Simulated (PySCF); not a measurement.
Bi(Et)2(OH), SMILES C[CH2][Bi]([OH])[CH2]C at its GFN2-xTB optimised geometry (Å):

```
17

Bi    -1.3888    -1.4892     0.0000
C     -1.5074     0.7922     0.0000
C     -0.8657     1.4278    -1.2172
H     -1.0237     1.1334     0.9117
H     -2.5592     1.0601     0.0537
H     -1.3592     1.0887    -2.1258
H      0.1900     1.1715    -1.2754
H     -0.9453     2.5148    -1.1780
C      0.8891    -1.4892     0.0000
C      1.4690    -0.9233     1.2846
H      1.2231    -0.9071    -0.8532
H      1.2173    -2.5148    -0.1454
H      1.1435    -1.5033     2.1467
H      1.1539     0.1079     1.4282
H      2.5592    -0.9405     1.2599
O     -1.4921    -1.6663    -2.0906
H     -0.8391    -1.0894    -2.4832
```

Calculation: PBE0/def2-SVP, def2 effective core potentials past Kr run with PySCF 2.14.0. The core electrons that the potentials of Bi replace are not part of the density.

Map of the electrostatic potential (hartree/e), clipped to [-0.08, 0.12] on the plane z = 0.8 Å:

```
|00000000000000000000000000000|
|00000000000000000000000000000|
|00000000000000000000000000000|
|00000000000000000000000000000|
|00000000000000000000000000000|
|00000000000000000000000000000|
|00000000000000000000000000000|
|00000000000000000000000000000|
|00000000001111100000000000000|
|00001111125973111100000000000|
|00011233489997211110000000000|
|00011256899999212211000000000|
|00011235999995223431000000000|
|00011123699963225973100000000|
|00011123589853236997321110000|
|00011235999997449999965211000|
|00011249999999779999999521000|
|00011369999999999999999621000|
|00001269999999999999997311000|
|00001259999999999999522110000|
|00000138999999669963210000000|
|00000013899998433432100000000|
|00000001357864212221100000000|
|00000000123332111111000000000|
|00000000011111111111000000000|
|00000000000111110000000000000|
|00000000000000000000000000000|
|00000000000000000000000000000|
|00000000000000000000000000000|
```
Scale: ten equal steps from -0.002 (start of '0') to 0.120 (end of '9'), in the order '0123456789'; x runs from -5.00 to 5.00, y from -5.00 (bottom) to 5.00 (top).
